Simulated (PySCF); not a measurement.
B(Cl)2(OH) (BCl2HO), SMILES OB(Cl)Cl.

Geometry: PBE-D3(BJ)/def2-SVP. One conformer was computed; it need not be the lowest.

These are TDA-LC-ωPBE/def2-SVPD run with PySCF 2.14.0 values and carry that method's errors.

Vertical excitations.  State labels are in the subgroup Cs.

Computed excitation energies, oscillator strengths and character:
```json
[
 {"state": "S1", "symmetry": "A\"", "energy (eV)": "7.40", "λ (nm)": "167", "f": "0.000", "main pairs": "HOMO→LUMO+1 98 %"},
 {"state": "S2", "symmetry": "A\"", "energy (eV)": "8.16", "λ (nm)": "152", "f": "0.000", "main pairs": "HOMO−3→LUMO+1 97 %"},
 {"state": "S3", "symmetry": "A'", "energy (eV)": "8.37", "λ (nm)": "148", "f": "0.168", "main pairs": "HOMO−1→LUMO+1 91 %"},
 {"state": "S4", "symmetry": "A'", "energy (eV)": "8.74", "λ (nm)": "142", "f": "0.059", "main pairs": "HOMO−2→LUMO+1 52 %, HOMO→LUMO 31 %"},
 {"state": "S5", "symmetry": "A'", "energy (eV)": "8.85", "λ (nm)": "140", "f": "0.085", "main pairs": "HOMO→LUMO 48 %, HOMO−2→LUMO+1 35 %"},
 {"state": "S6", "symmetry": "A\"", "energy (eV)": "9.11", "λ (nm)": "136", "f": "0.000", "main pairs": "HOMO−4→LUMO+1 88 %"},
 {"state": "S7", "symmetry": "A\"", "energy (eV)": "9.18", "λ (nm)": "135", "f": "0.003", "main pairs": "HOMO−1→LUMO 51 %, HOMO−2→LUMO 20 %, HOMO−4→LUMO+1 8 %"},
 {"state": "S8", "symmetry": "A\"", "energy (eV)": "9.24", "λ (nm)": "134", "f": "0.013", "main pairs": "HOMO−2→LUMO 55 %, HOMO−1→LUMO 18 %"},
 {"state": "S9", "symmetry": "A'", "energy (eV)": "9.53", "λ (nm)": "130", "f": "0.199", "main pairs": "HOMO−3→LUMO 58 %, HOMO→LUMO+2 9 %"},
 {"state": "S10", "symmetry": "A'", "energy (eV)": "9.73", "λ (nm)": "127", "f": "0.042", "main pairs": "HOMO→LUMO+5 19 %, HOMO→LUMO+3 14 %, HOMO→LUMO+9 13 %, HOMO→LUMO+2 12 %"},
 {"state": "T1", "symmetry": "A\"", "energy (eV)": "7.22", "λ (nm)": "172", "f": "0", "main pairs": "HOMO→LUMO+1 98 %"},
 {"state": "T2", "symmetry": "A'", "energy (eV)": "7.36", "λ (nm)": "168", "f": "0", "main pairs": "HOMO−1→LUMO+1 70 %, HOMO−2→LUMO+1 26 %"},
 {"state": "T3", "symmetry": "A'", "energy (eV)": "7.52", "λ (nm)": "165", "f": "0", "main pairs": "HOMO−2→LUMO+1 68 %, HOMO−1→LUMO+1 27 %"},
 {"state": "T4", "symmetry": "A\"", "energy (eV)": "7.94", "λ (nm)": "156", "f": "0", "main pairs": "HOMO−3→LUMO+1 94 %"}
]
```
Triplets are in the Tamm–Dancoff approximation.
